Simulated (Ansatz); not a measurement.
A structure relaxed at PBE0-D4/def2-TZVP, charge 0, multiplicity 1:

```xyz
11

C    -0.056    1.001    1.935
B     0.044    0.514    0.461
Se   -0.454   -1.269   -0.027
C    -0.057   -1.222   -1.936
F     1.196   -1.707   -2.196
H    -0.691    1.893    1.986
H    -0.432    0.267    2.648
H     0.934    1.333    2.271
H     0.422    1.227   -0.424
H    -0.788   -1.851   -2.446
H    -0.118   -0.187   -2.271
```

Give its formula and SMILES.

C2H6BFSe, `CB[Se]CF`.

Summarise the bond lengths by kind.

1 × B–C 1.556 Å; 5 × C–H 1.090 to 1.097 Å; 1 × B–Se 1.914 Å; 1 × B–H 1.197 Å; 1 × C–Se 1.951 Å; 1 × C–F 1.369 Å.

All numbers were calculated with Ansatz.
